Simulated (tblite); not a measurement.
Species: C7H9FO.
SMILES with atom numbers: `[CH:1]#[C:2][C@@H:3]1[CH2:4][CH2:5][C@:6]1([F:7])[O:8][CH3:9]` (hydrogens: H10 on C1; H11 on C3; H12, H13 on C4; H14, H15 on C5; H16, H17, H18 on C9)

Computed with GFN2-xTB (tblite), gas phase: nudged elastic band of 9 images (0 to 8), spring 0.2 eV/Å², climbing image at the end, force threshold 0.05 eV/Å. The top image wasn't refined or checked by frequencies; at this threshold it can lie a kcal/mol or more above the true saddle point of the method.

The band describes a rotation about C6–O8 (sp3 C–F carbon, ether oxygen), followed by the dihedral C5–C6–O8–C9, from the optimised start (-175°) to a second optimised geometry at -33°.

Q: Give the energy profile along the converged band.

A: 
| image | dihedral (°) | E (kcal/mol) | C6–O8 (Å) | C5···C9 (Å) | largest true force (eV/Å) |
| --- | --- | --- | --- | --- | --- |
| 0 | -175 | 0.00 | 1.365 | 3.74 | 0.01 |
| 1 | -168 | 0.61 | 1.363 | 3.73 | 0.05 |
| 2 | -157 | 2.02 | 1.362 | 3.71 | 0.08 |
| 3 | -135 | 4.72 | 1.366 | 3.63 | 0.09 |
| 4 | -109 | 6.76 | 1.377 | 3.50 | 0.04 |
| 5 | -85 | 6.86 | 1.381 | 3.33 | 0.05 |
| 6 | -62 | 6.30 | 1.382 | 3.15 | 0.04 |
| 7 | -47 | 5.71 | 1.382 | 3.06 | 0.04 |
| 8 | -33 | 4.96 | 1.383 | 2.96 | 0.01 |

Barriers of this band. The top is image 5 at -85°: 6.86 kcal/mol forward and 1.90 kcal/mol back; the end lies 4.96 kcal/mol above the start. The central bond is 0.016 Å longer at the top than at the start.

Q: What rate follows at 298 K for crossing this barrier forward?

A: Taking the electronic barrier for the free energy of activation (no zero-point or entropy terms, transmission 1), rate = (kT/h)·exp(−ΔE/kT) ≈ 6 × 10^7 s⁻¹, whose inverse is 2 × 10^-8 s. An error of 1 kcal/mol in the barrier changes this by a factor of 5, and the method and the loose band can each miss by that much or more.

Q: How would the two end points share their population at 298 K, from these energies alone?

A: exp(−ΔE/kT) with ΔE = 0.215 eV gives 0.00023 for the higher one (end) against 1 for the lower, without vibrational, rotational or degeneracy terms.

Q: How long is the path, and how are the images spaced?

A: Cartesian distances between aligned neighbours (all atoms, Å): 0.78, 0.85, 0.79, 0.70, 0.68, 0.88, 0.95, 1.01; the sum is 6.65 Å, and the top lies 57 % of the way along.

The cost below is that of the whole band run. Cost: about 20 s of CPU time on one thread; the machine was shared, so the figure is rough.
